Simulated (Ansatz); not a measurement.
Nudged elastic band run: H4S2Sn

Input:

```yaml
crystal:
  periodic: [false, false, false]
  atoms:
    - { symbol: S, position_ang: [-2.052458, -0.463572, -0.528605] }
    - { symbol: Sn, position_ang: [-0.048453, 0.570099, 0.361695] }
    - { symbol: S, position_ang: [1.6014, -1.044916, 1.100299] }
    - { symbol: H, position_ang: [-1.504786, -0.691762, -1.742666] }
    - { symbol: H, position_ang: [0.638576, 1.561173, -0.854067] }
    - { symbol: H, position_ang: [-0.532432, 1.396967, 1.772235] }
    - { symbol: H, position_ang: [1.959353, -1.396088, -0.154492] }
basis:
  gaussian: { orbitals: def2-SVP }
hamiltonian:
  xc: pbe0
neb:
  order_check: false
  images: 9
  f_tol: 0.05
  max_iterations: 51
  initial_path: idpp
  final_atoms:
    - { symbol: S, position_ang: [-1.52658539, -0.2005906, -1.42401454] }
    - { symbol: Sn, position_ang: [0.03410823, 0.66175449, 0.215611] }
    - { symbol: S, position_ang: [1.50619849, -1.10147528, 0.98581146] }
    - { symbol: H, position_ang: [-2.03824042, -1.12779137, -0.5846678] }
    - { symbol: H, position_ang: [0.89025243, 1.88856943, -0.61271148] }
    - { symbol: H, position_ang: [-0.76282276, 1.2022872, 1.62879757] }
    - { symbol: H, position_ang: [1.95828942, -1.39085287, -0.25442721] }
```

Launched with:

```bash
$ ansatz run input.yaml --threads 1 --pin off --max-ram 2048MiB --backend cpu --events-out ev --progress --plain --runs-dir out
```

Output, in part (warnings, iteration lines, the closing report on the highest movable image, with atoms numbered from 0):

```
NEB end point (image 0): max|allowed force component| = 1.118e-3 eV/Å (the criterion of neb.relax_end_points is 1.000e-2)
NEB end point (image 10): max|allowed force component| = 1.026e-2 eV/Å (the criterion of neb.relax_end_points is 1.000e-2)
NEB iter   1: max|band force component| = 1.453e0 eV/Å  barrier→ = 0.1877 eV  barrier← = 0.2190 eV  Δτ_max = 0.2000 Å  (248 SCF iters)
NEB iter   2: max|band force component| = 5.895e-1 eV/Å  barrier→ = 0.0605 eV  barrier← = 0.0917 eV  Δτ_max = 0.1538 Å  (234 SCF iters)
NEB iter   3: max|band force component| = 3.393e-1 eV/Å  barrier→ = 0.0402 eV  barrier← = 0.0714 eV  CI = image 3  Δτ_max = 0.1227 Å  (228 SCF iters)
NEB iter   4: max|band force component| = 1.029e-1 eV/Å  barrier→ = 0.0167 eV  barrier← = 0.0479 eV  CI = image 5  Δτ_max = 0.0406 Å  (233 SCF iters)
NEB iter   5: max|band force component| = 4.523e-2 eV/Å  barrier→ = 0.0150 eV  barrier← = 0.0463 eV  CI = image 4  Δτ_max = 0.0000 Å  (442 SCF iters)
Total energy: -27553.99930217 eV, -1012.5907975834 hartree
Atom 0 at    -2.063251    -0.250139    -0.697419 Å, force     0.007869     0.018509     0.026517 eV/Å
Atom 1 at    -0.073895     0.653405     0.368788 Å, force    -0.025970    -0.023170    -0.002088 eV/Å
Atom 2 at     1.510469    -1.129328     0.795496 Å, force    -0.010387    -0.013321    -0.008641 eV/Å
Atom 3 at    -1.375526    -1.252960    -1.284416 Å, force     0.009282    -0.011451    -0.011982 eV/Å
Atom 4 at     0.660346     1.827208    -0.639464 Å, force     0.010679    -0.005711    -0.004693 eV/Å
Atom 5 at    -0.547393     1.258344     1.893276 Å, force     0.003984     0.009439    -0.006313 eV/Å
Atom 6 at     1.950450    -1.174629    -0.481863 Å, force     0.004543     0.025705     0.007201 eV/Å
Dipole moment:     0.215154     0.157476    -0.179163 e Å
```

It converged. A vibrational analysis at the climbing image gives one clearly imaginary mode, 131i cm⁻¹: a first-order saddle point.

Final band (atoms are numbered from 1 in the order of the input):

```
image  path coordinate (Å)  energy (kcal/mol)  dihedral H4–S1–Sn2–S3 (°)
    0                 0.00                0.0                        -81
    1                 0.24                0.0                        -69
    2                 0.48                0.1                        -56
    3                 0.73                0.3                        -42
    4                 0.97                0.3                        -29
    5                 1.21                0.3                        -16
    6                 1.47                0.2                          0
    7                 1.72               -0.1                         15
    8                 1.97               -0.4                         30
    9                 2.23               -0.6                         45
   10                 2.48               -0.7                         58
```

The run took 2.6 min on 1 thread of Arm Neoverse V2, with other jobs on the host, peak memory 0.19 GiB.
